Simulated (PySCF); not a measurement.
Dipole response of Mn⁺ (manganese, charge +1)

[Ar] 3d5 4s1, high-spin 7S determinant. Calculation: PySCF 2.14, in ANO-RCC-VTZP (6s5p3d2f1g, 59 functions); scalar relativity by spin-free X2C-1e. Coupled (time-dependent) response in atomic units; α is the mean over directions. The basis has no added diffuse functions, which lowers α and C₆.

```csv
method,mean α (bohr³),C₆ (like pair),S(−4)
MN15,32.32,172.0,880.3
```

S(−4) is the Cauchy moment in α(ω) = α(0) + S(−4) ω² + …

α(iu) at MN15:

```
u (hartree)  α(iu) (bohr³)
          0          32.32
     0.0500          30.27
      0.100          25.59
      0.200          16.48
      0.300          11.01
      0.500          6.138
      0.750          3.897
       1.00          2.882
       1.50          1.893
       2.00          1.369
       3.00         0.8087
       5.00         0.3702
```

For an ion, C₆ is the dispersion term alone; charge-induced terms of lower order in 1/R come first.
